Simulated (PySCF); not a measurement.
**Electronic structure of Be (beryllium, neutral) at the UHF level**

Configuration: [He] 2s1 3d1, high-spin 3D determinant (an excited configuration). Computed with PySCF 2.14 in aug-cc-pVDZ-DK, with scalar relativity by spin-free X2C-1e.

- Total energy: -14.265419 hartree
- One-electron energy: -18.2383 hartree
- Hartree (Coulomb) energy: 6.5818 hartree
- Exchange energy: -2.6089 hartree
- ⟨S²⟩: 2.0000
- ⟨L²⟩: 6.000
- Sum of ⟨r⟩: 7.884 bohr
- Sum of ⟨r²⟩: 30.60 bohr²
- Traceless quadrupole moment −½Σ⟨3z² − r²⟩ along its main axis: 6.67 e·bohr²
- Langevin diamagnetic susceptibility: -24.2 ×10⁻⁶ cm³/mol

| shell | electrons | mean orbital energy (hartree) | rms radius, mean of both spins (bohr) |
| --- | --- | --- | --- |
| 1s α | 1 | -4.94394 | 0.482 |
| 1s β | 1 | -4.91352 | 0.482 |
| 2s α | 1 | -0.44682 | 2.60 |
| 3d α | 1 | 0.01173 | 4.84 |

The outer electron is Rydberg-like, and this basis confines it to a smaller radius and binds it less than a complete one would. At UHF the highest occupied level has a positive energy, so only the finite basis holds that electron; for this excited configuration the basis is too tight for the outer shell.

Spin-orbit constants ζ (cm⁻¹) from the X2C one-electron operator on these orbitals: bare nucleus, nucleus screened by l(l+1)(2l+1)/3 electrons, and screened by the Breit-Pauli mean field of the electrons.

```
shell    bare  screened nucleus  mean field
   3d  0.4176            0.1044     0.07258
```

To first order the Landé constant is A = 0.03629 cm⁻¹, so the lowest level has J = 1 and lies 1.35e-05 eV below the centre of the term. This holds in LS coupling only.
